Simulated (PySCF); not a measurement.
## Two-photon absorption: 1-ethylpyrrole (CCn1cccc1, C₆H₉N)

Geometry:
```
atom   x (Å)   y (Å)   z (Å)
  C1  -2.215   0.131   0.528
  C2  -1.400  -0.200  -0.712
  N3   0.027  -0.124  -0.495
  C4   0.785   1.010  -0.611
  C5   2.073   0.714  -0.217
  C6   2.090  -0.656   0.160
  C7   0.811  -1.141  -0.020
  H8  -3.292   0.060   0.314
  H9  -1.980  -0.563   1.348
 H10  -1.999   1.151   0.877
 H11  -1.635  -1.215  -1.069
 H12  -1.654   0.485  -1.536
 H13   0.346   1.938  -0.973
 H14   2.914   1.405  -0.213
 H15   2.945  -1.229   0.511
 H16   0.395  -2.133   0.146
```

Theory: PySCF, TDDFT CAM-B3LYP/aug-cc-pVDZ excited states, vertical, gas phase. Geometry: PBE0-D3(BJ)/def2-SVP.

Singlets 7 and 8 lie within 0.01 eV of each other, so their separate moments and overlaps can depend on how they mix.

(1) Give the one- and two-photon strengths of the lowest singlets.

Results:

(1) δ for parallel linear polarisation; σ at the peak of a Lorentzian of half width 0.1 eV, single beam; Ω is circular over linear.
| state | E (eV) | f | photon λ (nm) | δ (au) | σ (GM) | Ω | main |
| --- | --- | --- | --- | --- | --- | --- | --- |
| S1 | 5.33 | 0.003 | 465 | 186 | 1.94 | 1.50 | HOMO→LUMO 0.72, HOMO→LUMO+2 0.13 |
| S2 | 5.75 | 0.076 | 431 | 34.1 | 0.41 | 1.50 | HOMO→LUMO+2 0.42, HOMO→LUMO+3 0.31 |
| S3 | 5.77 | 0.034 | 430 | 18.9 | 0.23 | 0.17 | HOMO→LUMO+1 0.84 |
| S4 | 5.93 | 0.013 | 418 | 9.16 | 0.12 | 1.50 | HOMO→LUMO+2 0.34, HOMO→LUMO+3 0.29 |
| S5 | 6.05 | 0.022 | 410 | 145 | 1.95 | 0.65 | HOMO−1→LUMO 0.68, HOMO−1→LUMO+3 0.09 |
| S6 | 6.33 | 0.027 | 392 | 127 | 1.87 | 1.48 | HOMO−1→LUMO+2 0.46, HOMO−1→LUMO+8 0.20 |
